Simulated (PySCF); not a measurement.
Isomers of C5H6OS2, one GFN2-xTB conformer each. Single-point energies are computed at PBE0/pcSseg-1 (PySCF, gas phase, no added dispersion term), electronic only.

```json
{"SMILES": "C#C[C@@H]1SS[C@H]1OC", "GFN2-xTB relative energy (kcal/mol)": "44.3"}
{"SMILES": "CC(=O)CSC=C=S", "GFN2-xTB relative energy (kcal/mol)": "43.1"}
{"SMILES": "COc1ccc(S)s1", "GFN2-xTB relative energy (kcal/mol)": "11.8"}
{"SMILES": "CCc1csc(=S)o1", "GFN2-xTB relative energy (kcal/mol)": "0.0"}
```

Conformers: `[CH:1]#[C:2][C@@H:3]1[S:4][S:5][C@H:6]1[O:7][CH3:8]` with S5–C6–O7–C8 -71°, C2–C3–S4–S5 -134°, C3–S4–S5–C6 10°, S4–S5–C6–O7 -131°, C2–C3–C6–S5 135°; `[CH3:1][C:2](=[O:3])[CH2:4][S:5][CH:6]=[C:7]=[S:8]` with C1–C2–C4–S5 86°, C2–C4–S5–C6 68°, C4–S5–C6–C7 149°; `[CH3:1][O:2][c:3]1[cH:4][cH:5][c:6]([SH:7])[s:8]1` with C1–O2–C3–C4 179°, C5–C6–S7–H 178°; `[CH3:1][CH2:2][c:3]1[cH:4][s:5][c:6](=[S:7])[o:8]1` with C1–C2–C3–C4 -110°.

Q: What does PBE0/pcSseg-1 give for the same structures?

A: 
```csv
SMILES,PBE0/pcSseg-1 E (Eh),PBE0/pcSseg-1 (kcal/mol),GFN2-xTB (kcal/mol),point group
CCc1csc(=S)o1,-1065.07784,0.0,0.0,C1
COc1ccc(S)s1,-1065.05336,15.4,11.8,near Cs
CC(=O)CSC=C=S,-1065.03536,26.7,43.1,C1
C#C[C@@H]1SS[C@H]1OC,-1064.97777,62.8,44.3,C1
```

Both levels put the same isomer lowest; measured from each level's own lowest isomer, the values differ by up to 18.5 kcal/mol (C#C[C@@H]1SS[C@H]1OC: 44.3 against 62.8). As drawn, the highest has a four-membered ring, which the lowest lacks.

Q: Which frontier levels, dipoles and rotational constants go with these structures?

A: 
| SMILES | HOMO (eV, PBE0/pcSseg-1) | LUMO (eV) | dipole (D) | A, B, C (MHz) |
| --- | --- | --- | --- | --- |
| CCc1csc(=S)o1 | -6.40 | -1.38 | 5.19 | 2532, 1007, 759.8 |
| COc1ccc(S)s1 | -5.61 | -0.36 | 2.23 | 3915, 875.7, 718.9 |
| CC(=O)CSC=C=S | -6.15 | -2.53 | 3.01 | 3780, 594.4, 547.6 |
| C#C[C@@H]1SS[C@H]1OC | -5.93 | -1.44 | 2.75 | 1857, 1301, 822.9 |
